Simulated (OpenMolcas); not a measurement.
## Computed levels of W3+

```
Program             : OpenMolcas 26.06
Method              : MS-RASPT2, IPEA 0.25 Eh, imaginary shift 0.1 Eh (closed shells correlated: 5s 5p)
Basis               : ANO-RCC-VTZP [8s7p5d3f2g1h]
Scalar Hamiltonian  : DKH2, point nucleus
Active space        : 3 electrons in 9 orbitals (RAS2 5d 6s; RAS3 6p, at most 2 electrons)
State averaging     : 2S+1 = 4 even, 20 roots; 2S+1 = 2 even, 70 roots kept (CI in the orbitals of an earlier block); 2S+1 = 4 odd, 45 roots; 2S+1 = 2 odd, 90 roots kept (CI in the orbitals of an earlier block, 80 in the spin-orbit step)
Spin-orbit coupling : state interaction with AMFI integrals over the reference wave functions, term energies averaged over their components
```

With spin-orbit coupling, above the lowest level:

```json
{"Configuration": "5d³", "Term": "⁴F", "J": "3/2", "E (cm⁻¹)": "0.0", "Measured (cm⁻¹)": "0.0", "Term weight %": "87", "Second": "11 ²D(1)"}
{"Configuration": "5d³", "Term": "⁴F", "J": "5/2", "E (cm⁻¹)": "3750", "Measured (cm⁻¹)": "3537", "Term weight %": "96", "Second": "4 ²D(1)"}
{"Configuration": "5d³", "Term": "⁴F", "J": "7/2", "E (cm⁻¹)": "7130", "Measured (cm⁻¹)": "6745", "Term weight %": "91", "Second": "7 ²G"}
{"Configuration": "5d³", "Term": "⁴F", "J": "9/2", "E (cm⁻¹)": "9780", "Measured (cm⁻¹)": "9256", "Term weight %": "73", "Second": "22 ²G"}
{"Configuration": "5d³", "Term": "²P", "J": "3/2", "E (cm⁻¹)": "10730", "Measured (cm⁻¹)": "", "Term weight %": "41", "Second": "41 ⁴P"}
{"Configuration": "5d³", "Term": "⁴P", "J": "1/2", "E (cm⁻¹)": "12450", "Measured (cm⁻¹)": "11773", "Term weight %": "58", "Second": "42 ²P"}
{"Configuration": "5d³", "Term": "²G", "J": "7/2", "E (cm⁻¹)": "16340", "Measured (cm⁻¹)": "15261", "Term weight %": "89", "Second": "8 ⁴F"}
{"Configuration": "5d³", "Term": "²H", "J": "9/2", "E (cm⁻¹)": "17420", "Measured (cm⁻¹)": "", "Term weight %": "52", "Second": "27 ²G"}
{"Configuration": "5d³", "Term": "⁴P", "J": "5/2", "E (cm⁻¹)": "18080", "Measured (cm⁻¹)": "17190", "Term weight %": "89", "Second": "8 ²D(1)"}
{"Configuration": "5d³", "Term": "²P", "J": "1/2", "E (cm⁻¹)": "19470", "Measured (cm⁻¹)": "18365", "Term weight %": "58", "Second": "42 ⁴P"}
{"Configuration": "5d³", "Term": "⁴P", "J": "3/2", "E (cm⁻¹)": "19650", "Measured (cm⁻¹)": "", "Term weight %": "48", "Second": "41 ²D(1)"}
{"Configuration": "5d³", "Term": "²H", "J": "11/2", "E (cm⁻¹)": "23900", "Measured (cm⁻¹)": "22223", "Term weight %": "100", "Second": ""}
{"Configuration": "5d³", "Term": "²D(1)", "J": "5/2", "E (cm⁻¹)": "24230", "Measured (cm⁻¹)": "22766", "Term weight %": "84", "Second": "8 ⁴P"}
{"Configuration": "5d³", "Term": "²G", "J": "9/2", "E (cm⁻¹)": "25730", "Measured (cm⁻¹)": "", "Term weight %": "51", "Second": "44 ²H"}
{"Configuration": "5d³", "Term": "²P", "J": "3/2", "E (cm⁻¹)": "26600", "Measured (cm⁻¹)": "", "Term weight %": "52", "Second": "33 ²D(1)"}
{"Configuration": "5d³", "Term": "²F", "J": "5/2", "E (cm⁻¹)": "29730", "Measured (cm⁻¹)": "27938", "Term weight %": "88", "Second": "7 ²D(2)"}
{"Configuration": "5d³", "Term": "²F", "J": "7/2", "E (cm⁻¹)": "30170", "Measured (cm⁻¹)": "28412", "Term weight %": "96", "Second": "3 ²G"}
{"Configuration": "5d² 6s", "Term": "⁴F", "J": "3/2", "E (cm⁻¹)": "34820", "Measured (cm⁻¹)": "32692", "Term weight %": "94", "Second": "5 ²D"}
{"Configuration": "5d² 6s", "Term": "⁴F", "J": "5/2", "E (cm⁻¹)": "37230", "Measured (cm⁻¹)": "35094", "Term weight %": "90", "Second": "4 ²D"}
{"Configuration": "5d² 6s", "Term": "⁴F", "J": "7/2", "E (cm⁻¹)": "41110", "Measured (cm⁻¹)": "39030", "Term weight %": "97", "Second": "2 ²F"}
{"Configuration": "5d² 6s", "Term": "⁴F", "J": "9/2", "E (cm⁻¹)": "45280", "Measured (cm⁻¹)": "43224", "Term weight %": "96", "Second": "4 ²G"}
{"Configuration": "5d³", "Term": "²D(2)", "J": "5/2", "E (cm⁻¹)": "45920", "Measured (cm⁻¹)": "43287", "Term weight %": "82", "Second": "7 5d² 6s ²F"}
{"Configuration": "5d³", "Term": "²D(2)", "J": "3/2", "E (cm⁻¹)": "46830", "Measured (cm⁻¹)": "", "Term weight %": "98", "Second": ""}
{"Configuration": "5d² 6s", "Term": "⁴P", "J": "1/2", "E (cm⁻¹)": "48200", "Measured (cm⁻¹)": "45517", "Term weight %": "95", "Second": "4 ²S"}
{"Configuration": "5d² 6s", "Term": "²F", "J": "5/2", "E (cm⁻¹)": "48500", "Measured (cm⁻¹)": "", "Term weight %": "37", "Second": "29 ²D"}
{"Configuration": "5d² 6s", "Term": "⁴P", "J": "3/2", "E (cm⁻¹)": "50300", "Measured (cm⁻¹)": "47680", "Term weight %": "88", "Second": "11 ²D"}
{"Configuration": "5d² 6s", "Term": "⁴P", "J": "5/2", "E (cm⁻¹)": "51810", "Measured (cm⁻¹)": "", "Term weight %": "46", "Second": "44 ²F"}
{"Configuration": "5d² 6s", "Term": "²D", "J": "3/2", "E (cm⁻¹)": "54250", "Measured (cm⁻¹)": "51860", "Term weight %": "75", "Second": "11 ⁴P"}
{"Configuration": "5d² 6s", "Term": "²F", "J": "7/2", "E (cm⁻¹)": "55080", "Measured (cm⁻¹)": "52828", "Term weight %": "75", "Second": "24 ²G"}
{"Configuration": "5d² 6s", "Term": "²D", "J": "5/2", "E (cm⁻¹)": "58770", "Measured (cm⁻¹)": "56416", "Term weight %": "60", "Second": "32 ⁴P"}
{"Configuration": "5d² 6s", "Term": "²G", "J": "9/2", "E (cm⁻¹)": "60120", "Measured (cm⁻¹)": "57050", "Term weight %": "96", "Second": "4 ⁴F"}
{"Configuration": "5d² 6s", "Term": "²G", "J": "7/2", "E (cm⁻¹)": "60980", "Measured (cm⁻¹)": "58373", "Term weight %": "76", "Second": "22 ²F"}
{"Configuration": "5d² 6s", "Term": "²P", "J": "1/2", "E (cm⁻¹)": "62480", "Measured (cm⁻¹)": "59628", "Term weight %": "95", "Second": "3 ²S"}
{"Configuration": "5d² 6s", "Term": "²P", "J": "3/2", "E (cm⁻¹)": "67370", "Measured (cm⁻¹)": "64681", "Term weight %": "90", "Second": "9 ²D"}
{"Configuration": "5d² 6s", "Term": "²S", "J": "1/2", "E (cm⁻¹)": "80860", "Measured (cm⁻¹)": "77608", "Term weight %": "93", "Second": "4 ²P"}
{"Configuration": "5d² 6p", "Term": "⁴G°", "J": "5/2", "E (cm⁻¹)": "87920", "Measured (cm⁻¹)": "85290", "Term weight %": "64", "Second": "30 ²F°(1)"}
{"Configuration": "5d² 6p", "Term": "⁴F°", "J": "3/2", "E (cm⁻¹)": "92090", "Measured (cm⁻¹)": "", "Term weight %": "55", "Second": "21 ²D°(1)"}
{"Configuration": "5d 6s²", "Term": "²D", "J": "3/2", "E (cm⁻¹)": "93480", "Measured (cm⁻¹)": "87172", "Term weight %": "100", "Second": ""}
{"Configuration": "5d² 6p", "Term": "⁴G°", "J": "7/2", "E (cm⁻¹)": "94980", "Measured (cm⁻¹)": "92846", "Term weight %": "83", "Second": "11 ²F°(1)"}
{"Configuration": "5d² 6p", "Term": "⁴F°", "J": "5/2", "E (cm⁻¹)": "96900", "Measured (cm⁻¹)": "", "Term weight %": "41", "Second": "24 ²D°(1)"}
```

Against the 29 measured excited levels shown (the list in J. Phys. B 45, 035001 (2012)) the mean absolute deviation is 2100 cm-1; the largest miss in energy is 5d 6s² ²D_3/2: computed 93480, measured 87172 cm⁻¹ (+7.2 %).

Spin-orbit coupling puts the lowest level 7970 cm⁻¹ below the lowest spin-free term.

For ⁴F the intervals divided by the larger J are 1500.7, 965.1, 589.3 cm-1. Landé's interval rule makes them equal in pure LS coupling; they differ by 90 % of their mean. The multiplet is regular.

Term energies are means over components that CASPT2 splits; among the terms shown or strongly mixed into the levels shown the widest spread is 750 cm-1 (5d² 6s ²G). Blocks of more than 70 roots (2S+1 = 2 odd) ran without multistate coupling. Some high roots are left out of the spin-orbit mixing, which shifts the levels that they would mix with. Terms from blocks run as CI alone lack orbitals of their own. A single d shell beside an s shell can misplace configurations of different d count against each other. Measured partners are found by configuration, term and J. A level has none where our copy of the source lacks it or the pairing is in doubt (some pairs that miss far off the trend of their configuration count as doubtful), and it then counts in no deviation. Levels of configurations outside the active space are missing. The first state left out of the spin-orbit step lies near 150000 cm-1 above the lowest spin-free state of the reference (among the parities and spins computed), and the list stops at four fifths of that energy or lower. The table shows the lowest 40 of 74 levels.

The term weight is that of the spin-free term in the level, not the purity of its configuration. A number in round brackets counts repeated terms of one configuration in the order of the reference energies. ° marks odd parity.
